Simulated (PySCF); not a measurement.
Radial density of Ti (titanium, neutral)

UHF, [Ar] 3d2 4s2, high-spin 3F determinant. All numbers are calculated (PySCF 2.14, the spin-free X2C one-electron Hamiltonian (Gaussian nucleus), in cc-pVDZ-DK (6s5p3d1f, 43 functions)).

| r (bohr) | 4πr²ρ (e/bohr) | 4πr²(ρα − ρβ) |
| --- | --- | --- |
| 0.00124 | 0.1784 | 0.0000 |
| 0.00209 | 0.4562 | 0.0000 |
| 0.00351 | 1.142 | 0.0001 |
| 0.00591 | 2.757 | 0.0001 |
| 0.00994 | 6.254 | 0.0003 |
| 0.0167 | 12.70 | 0.0006 |
| 0.0281 | 21.31 | 0.0009 |
| 0.0473 | 26.18 | 0.0008 |
| 0.0795 | 21.79 | 0.0004 |
| 0.134 | 20.74 | 0.0078 |
| 0.225 | 28.11 | 0.0643 |
| 0.379 | 15.76 | 0.3278 |
| 0.637 | 8.277 | 0.9604 |
| 1.07 | 9.169 | 1.2839 |
| 1.80 | 2.419 | 0.7332 |
| 3.03 | 0.8036 | 0.1649 |
| 5.10 | 0.2715 | -0.0131 |
| 8.57 | 0.01389 | -0.0033 |
| 14.4 | 2.103e-05 | 0.0000 |

Densities and radii are taken from the X2C orbitals without a picture-change correction, which distorts them close to the nucleus.

Q: Where is the radial spin density 4πr²(ρα − ρβ) most negative, and why is it negative at all?

A: Around r = 5.10 bohr, down to -0.0131 e/bohr: exchange with the open shell polarises the paired shells in an unrestricted calculation.
